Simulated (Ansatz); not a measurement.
Several settings on one geometry of Ni(NH2)2 (NiN2H4) (that of the charge 0 triplet, r2SCAN-D4/def2-TZVP). Ansatz on 4 threads of Arm Neoverse V2 on a shared host; times are rough.

```
atom    x (Å)    y (Å)    z (Å)
 Ni1  -0.0012  -0.0005   0.0000
  N2   0.0094  -0.0290   1.7854
  H3   0.6312   0.5031   2.3787
  H4  -0.6041  -0.5799   2.3700
  N5  -0.0102   0.0289  -1.7854
  H6   0.6065   0.5787  -2.3678
  H7  -0.6316  -0.5013  -2.3808
```

Totals from different functionals, basis sets or treatments of relativity can't be compared as stabilities.

LC-ωPBE has ω = 0.4 bohr⁻¹.

The spins typed aren't always the lowest for that charge.

Question: Give the basis size and estimate the energy, ⟨S²⟩, dipole and time of these runs.

| run | method | charge | state | further keys |
| --- | --- | --- | --- | --- |
| 1 | ROKS ωB97X-V/def2-SVPD | 1 | doublet | scf: {lower_state_search: full}; forces asked |
| 2 | UKS revPBE0/def2-mTZVP | 0 | triplet | scf: {omitted_lower_state_checks: [starts]}; forces asked |
| 3 | UKS LC-ωPBE/def2-SVP | 0 | triplet | forces asked |

Answer: 
```tsv
run	functions	energy (Eh)	⟨S²⟩	dipole (D)	wall time
1	106	-1619.4417	–	–	24 s
2	83	-1620.0882	2.01	0.00	3.8 s
3	79	-1619.6668	2.01	0.00	4.1 s
```
